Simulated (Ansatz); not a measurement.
Compare A (`C[C@@H]1CCC[C@H]1C`) with its isomer B (`C[C@@H]1CCC[C@@H]1C`).

Isolated molecules relaxed with PBE0-D4/def2-TZVP in Ansatz; ΔE leaves out vibrations. CCSD(T)/CBS is the MP2 limit (def2-TZVPP, def2-QZVPP) plus CCSD(T) − MP2 in def2-TZVPP, frozen cores. Functionals use def2-TZVPP. B3LYP here is the variant with VWN-RPA as its local correlation; programs differ in this.

A:

Z-matrix (Å, degrees):
```
C
C 1 1.515
H 1 1.093 2 111.8
H 1 1.093 2 111.3 3 120.3
H 1 1.095 2 110.5 3 -120.2
C 2 1.530 1 115.1 3 62.0
C 2 1.528 1 114.1 3 -179.7
H 2 1.100 1 108.9 3 -58.3
C 6 1.528 2 102.8 1 166.8
C 6 1.515 2 115.1 1 -68.6
H 6 1.100 2 107.1 1 52.5
C 7 1.539 2 105.6 1 -160.2
H 7 1.092 2 112.6 1 76.1
H 7 1.096 2 108.7 1 -41.9
H 9 1.095 6 108.7 2 84.6
H 9 1.093 6 112.5 2 -157.5
H 10 1.093 6 111.3 2 -177.8
H 10 1.093 6 111.8 2 61.9
H 10 1.095 6 110.5 2 -58.2
H 12 1.092 7 111.4 2 -106.4
H 12 1.092 7 111.0 2 135.2
```

B:

Z-matrix (Å, degrees):
```
C
C 1 1.522
H 1 1.094 2 111.8
H 1 1.093 2 110.4 3 -119.5
H 1 1.092 2 111.8 3 120.7
C 2 1.537 1 113.6 3 -55.7
C 2 1.529 1 111.9 3 58.5
H 2 1.095 1 108.5 3 -178.8
C 6 1.534 2 103.7 1 78.3
C 6 1.515 2 116.4 1 -48.1
H 6 1.098 2 106.2 1 -168.4
C 7 1.538 2 105.0 1 -81.9
H 7 1.094 2 109.2 1 160.2
H 7 1.093 2 112.8 1 41.3
H 9 1.092 6 111.6 2 151.7
H 9 1.094 6 109.7 2 -90.6
H 10 1.093 6 111.4 2 63.5
H 10 1.093 6 110.9 2 -177.1
H 10 1.094 6 111.6 2 -57.2
H 12 1.092 7 111.3 2 -144.0
H 12 1.092 7 110.9 2 97.8
```

(1) Which isomer does CCSD(T)/CBS put lower? Give the gap. (An estimate is asked.)

(2) Give E(B) − E(A) in kcal/mol with r2SCAN-D4, B3LYP, B3LYP-D4, HF/def2-TZVPP, PBE-D4, CCSD(T)/def2-TZVPP, CCSD/def2-TZVPP. (Estimate.)

Largest T1 diagnostic: 0.009.

## Answers

(1) The calculation gave: A, by 1.4 kcal/mol.

(2) Computed: r2SCAN-D4 1.6, B3LYP 2.2, B3LYP-D4 1.6, HF/def2-TZVPP 2.3, PBE-D4 1.6, CCSD(T)/def2-TZVPP 1.2, CCSD/def2-TZVPP 1.4. None reverses the order clearly.

In def2-TZVPP, CCSD(T) changes the Hartree–Fock value by −1.1 kcal/mol (the triples alone add −0.1 kcal/mol) and MP2 by −1.2 kcal/mol. Leaving LDA and LC-ωPBE aside and taking each functional with its dispersion term where it has one, the values, not all of them listed here, spread over 0.6 kcal/mol, from revPBE-D4 to B2PLYP.
